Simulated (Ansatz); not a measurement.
## Cost against result

Saddle point of Si2H6OF4, singlet (Si₂H₄OF₂ ([F][SiH]([F])[O][SiH3]) + HF + HF → SiHF₃ ([F][SiH]([F])[F]) + SiH₄O ([OH][SiH3]) + HF (still joined by a long Si–O bond); bonds formed: Si1–F8, O2–H9, H7–F10; bonds broken: H7–F8, H9–F10; bonds weakened to dative contacts: Si1–O2), PBE0-D4/def2-TZVP structure:

Si1  (-0.944, 0.401, 0.940)
O2  (0.220, -0.169, -0.202)
Si3  (0.071, 0.003, -1.895)
F4  (-1.916, 0.893, -0.274)
F5  (-0.579, 1.823, 1.532)
H6  (-1.885, -0.500, 1.602)
H7  (1.252, -0.664, 1.806)
F8  (0.290, -0.316, 2.244)
H9  (1.218, -0.592, 0.243)
F10  (2.038, -0.945, 0.989)
H11  (-0.001, 1.433, -2.244)
H12  (1.333, -0.600, -2.381)
H13  (-1.097, -0.769, -2.359)
(Å)

Barriers are electronic and count from the start structure reached by relaxing down the imaginary mode.

Ansatz 0.2.0; basis: as named in each row; cores frozen in the correlated methods. B3LYP uses VWN-RPA correlation. Extrapolation: Hartree–Fock as exp(−7.88 √X), correlation as X^−2.97.

Times are rough, for one single point on 4 threads of a shared host (AMD EPYC 7R13), with one NVIDIA H100 (or a share of it) where marked.

The estimate by CCSD(T) at an estimated basis limit (MP2 extrapolated from triple and quadruple zeta, plus CCSD(T) − MP2 in triple zeta) is 0.588 eV.

| method | basis | time (s) | barrier (eV) | method less estimate |
| --- | --- | --- | --- | --- |
| HF | STO-3G | under 1 | -0.449 | -1.037 |
| PBE-D4 | STO-3G | under 1 | -2.664 | -3.252 |
| SPW92 | def2-SVP | under 1 | -0.695 | -1.282 |
| B3LYP-D4 | 6-31G | 1 | -0.391 | -0.979 |
| PBE-D4 | def2-SVP | 1 | -0.104 | -0.692 |
| PBE-D4 | def2-TZVPP | 2 (H100) | 0.309 | -0.279 |
| BLYP-D4 | def2-TZVPP | 2 (H100) | 0.490 | -0.097 |
| BHLYP-D4 | def2-TZVPP | 2 (H100) | 0.647 | 0.060 |
| SPW92 | def2-TZVPP | 2 (H100) | -0.255 | -0.842 |
| r2SCAN-D4 | def2-TZVPP | 2 (H100) | 0.321 | -0.267 |
| B3LYP-D4 | def2-TZVPP | 2 (H100) | 0.536 | -0.051 |
| r2SCAN0-D4 | def2-TZVPP | 2 (H100) | 0.407 | -0.181 |
| PBE-QIDH | def2-TZVPP | 2 (H100) | 0.486 | -0.102 |
| PBE0-D4 | def2-SVP | 2 | 0.041 | -0.547 |
| B97M-V | def2-TZVPP | 2 (H100) | 0.568 | -0.020 |
| PBE0-D4 | def2-TZVPP | 2 (H100) | 0.417 | -0.171 |
| CAM-B3LYP-D4 | def2-TZVPP | 2 (H100) | 0.436 | -0.151 |
| RPA on PBE | def2-TZVPP | 2 (H100) | 0.548 | -0.040 |
| B2PLYP | def2-TZVPP | 2 (H100) | 0.559 | -0.028 |
| wB97X-V | def2-TZVPP | 3 (H100) | 0.474 | -0.114 |
| wB97M-V | def2-TZVPP | 3 (H100) | 0.451 | -0.137 |
| MP2 | def2-QZVPP | 3 (H100) | 0.554 | -0.034 |
| wB97M-V | def2-SVP | 6 | 0.036 | -0.552 |
| CCSD(T) | def2-TZVPP | 6 (H100) | 0.570 | -0.018 |
| CCSD(T) | def2-SVP | 20 | 0.388 | -0.200 |

All methods are single points on the PBE0-D4 structures; a negative value means that the method puts the saddle structure below the start.

T1 diagnostic: at most 0.012.

Steps of this kind, hydrogen fluoride cutting a network bond, underlie vapour etching and the fluorination step of atomic layer etching. Here a small cluster stands in for the surface site.

Labels in which every atom is bracketed show which atoms are joined, not bond orders.
